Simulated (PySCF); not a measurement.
Rhodium: a sound run and one with changed settings

Sound run: Rh²⁺ [Kr] 4d7, Rh³⁺ [Kr] 4d6. Computed with PySCF 2.14 in cc-pVTZ-PP with ECP28MDF, with a scalar-relativistic core potential. The sound run starts from symmetry-adapted Hartree-Fock orbitals and uses a fine grid where one is needed.

Changed run: radial step 0.8 in ln r (0.13 in the sound run). This setting is unsound on purpose.

```tsv
species	method	sound run (hartree)	changed run (hartree)	converged
Rh²⁺	UHF	-108.56625	-108.56625	yes
Rh²⁺	TPSS	-109.15041	-109.25138	yes
Rh²⁺	BP86	-109.25298	-109.35831	yes
Rh³⁺	UHF	-107.48937	-107.48937	yes
Rh³⁺	TPSS	-108.01036	-108.13414	yes
Rh³⁺	BP86	-108.10419	-108.22510	yes
```

Ionisation energy of Rh²⁺:

```tsv
method	sound run (eV)	changed run (eV)
UHF	29.303	29.303
TPSS	31.022	30.402
BP86	31.260	30.836
```

A coarse radial grid mis-integrates the density and the exchange-correlation energy, with errors of either sign; Hartree-Fock needs no grid.

For comparison, NIST gives 31.06 eV between the lowest levels.
